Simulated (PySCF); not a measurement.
**Where the electron goes**

Compound: C8H7F.
Structure used (GFN2-xTB), in Å, numbered top down from 1:
```
atom  x, y, z in Å
C1     4.2777   -0.2361   -2.2192
C2     3.2029   -0.1215   -1.6851
C3     1.9934    0.0083   -1.0895
C4     0.9097    0.1235   -0.5586
C5    -0.3556    0.2737    0.0328
C6    -1.4724    0.7790   -0.8397
C7    -0.5655   -0.0115    1.3253
C8    -1.8563    0.1127    2.0577
F9     0.4588   -0.4680    2.0876
H10    5.2135   -0.3378   -2.6802
H11   -2.3317    0.1120   -0.7904
H12   -1.7920    1.7683   -0.5126
H13   -1.1401    0.8474   -1.8721
H14   -2.2934    1.0981    1.9031
H15   -1.6848   -0.0387    3.1203
H16   -2.5720   -0.6331    1.7092
```

Method: TDDFT CAM-B3LYP/def2-SVPD, vertical, gas phase, core orbitals frozen in the response in PySCF.

Kohn–Sham orbitals with the atoms that hold most of them (Löwdin shares over 4%, at most four atoms; ? is withheld):

```csv
orbital,ε (eV),atoms
LUMO+2,1.09,"C8 20%, C6 12%, C7 12%, H14 8%"
LUMO+1,0.57,"C1 23%, C2 20%, C4 20%, C3 16%"
LUMO,-0.29,?
HOMO,-7.62,?
HOMO-1,-8.50,"C1 25%, C4 24%, C3 21%, C2 20%"
HOMO-2,-9.81,"C2 19%, C1 19%, C5 18%, C4 11%"
HOMO-3,-11.38,"C2 31%, C3 27%, C1 19%, C4 14%"
```

Q: Give the leading atoms of the HOMO.

A: C3 (bonded to 2 C) 17%; C7 (bonded to 2 C and F) 17%; C5 (bonded to 3 C) 14%; C4 (bonded to 2 C) 14%.

Q: Which atoms hold the LUMO, and with what shares?

A: C7 (bonded to 2 C and F) 20%; C4 (bonded to 2 C) 14%; C1 (bonded to C and H) 14%; C3 (bonded to 2 C) 14%.

Q: How does S1 compare with the orbital gap of 7.33 eV?

A: S1 is at 4.36 eV (f = 0.0003), 2.96 eV below the gap, made of HOMO-1→LUMO (52%), HOMO→LUMO+1 (39%). Its leading pair isn't HOMO and LUMO; the energies of that pair differ by 8.21 eV. 

Next come S2 at 4.48 eV (f 0.199), HOMO→LUMO (68%), HOMO-1→LUMO+1 (24%); S3 at 4.51 eV (f 0.0002), HOMO→LUMO+1 (50%), HOMO-1→LUMO (42%); S4 at 6.06 eV (f 0.602), HOMO→LUMO+2 (25%), HOMO-1→LUMO+1 (22%), HOMO-2→LUMO (22%); S5 at 6.11 eV (f 0.266), HOMO→LUMO+2 (60%), HOMO-2→LUMO (10%), HOMO-1→LUMO+1 (9%).
